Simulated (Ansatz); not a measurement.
`[F][Sb]([SiH3])[Cl]` + H–F → `[F][Sb]([F])[SiH3]` + HCl at 700 K and 1 bar (ligand exchange at the Sb–Cl bond).

Program: Ansatz. Geometries: PBE0-D4/def2-TZVP. ΔE: electronic, gas phase. CCSD(T)/CBS is the MP2 limit (def2-TZVPP, def2-QZVPP) plus CCSD(T) − MP2 in def2-TZVPP, frozen cores. This one scheme is used for every species. def2 core potentials past Kr. For Sb outer-core shells are correlated without core-valence functions, which leaves a few kJ/mol of doubt a bond.

| species | CCSD(T)/CBS energy (Eh) | H − E (kJ/mol) | S (J/(mol·K)) |
| --- | --- | --- | --- |
| `[F][Sb]([SiH3])[Cl]` | -1090.53073 | 141.0 | 466.2 |
| H–F | -100.39570 | 45.2 | 198.5 |
| `[F][Sb]([F])[SiH3]` | -730.53304 | 141.4 | 454.9 |
| HCl | -460.38127 | 38.4 | 211.8 |

H − E and S are ideal-gas, rigid-rotor, harmonic terms from PBE0-D4/def2-TZVP, for one conformer and one mirror image of each species. 1 Eh = 2625.50 kJ/mol, R = 8.31446 J/(mol·K).

**Question.** By hand: ΔE, ΔH, ΔS and ΔG.

**Answer.** ΔE = (-730.53304) + (-460.38127) − (-1090.53073) − (-100.39570) = 0.01212 Eh = 31.8 kJ/mol. Δ(H − E) = 141.4 + 38.4 − 141.0 − 45.2 = -6.4, so ΔH = 25.4 kJ/mol. ΔS = 454.9 + 211.8 − 466.2 − 198.5 = 2.0 J/(mol·K). ΔG = 25.4 − 700 × (2.0)/1000 = 24.0 kJ/mol.

**Question.** By hand: the equilibrium constant, and the temperature at which ΔG would vanish if ΔH and ΔS stayed fixed.

**Answer.** log₁₀ K = −ΔG/(RT ln 10) = -1.8. ΔG = 0 at ΔH/ΔS = 12700 K, far beyond where these terms or the molecules hold.

The number of gas molecules stays the same, so ΔS is small and ΔH decides. A doubt of 5 kJ/mol in ΔE shifts log₁₀ K by 0.4 here. Other conformers and mirror images would add mixing entropy, several J/(mol·K) or more a flexible species. These are equilibria of isolated gas molecules and say nothing of rates. Largest T1 diagnostic: 0.015 (customary marks: 0.02 for closed shells, 0.045 for open ones).
